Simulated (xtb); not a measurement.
diarsenic (As2), SMILES [As]#[As]. All values are semi-empirical tight-binding results from xtb (GFN2-xTB unless named), good for trends rather than for accurate numbers. Coordinates come from a GFN2-xTB optimisation.

```yaml
point_group_as_xtb_finds_it: D∞h
orbital_gap: 2.74 eV
static polarisability (D4 model): 59.8 bohr³
solvation energy, GFN2-xTB/ALPB(water): -2.3 kcal/mol
solvation energy, GFN2-xTB/ALPB(dmso): -4.2 kcal/mol
```
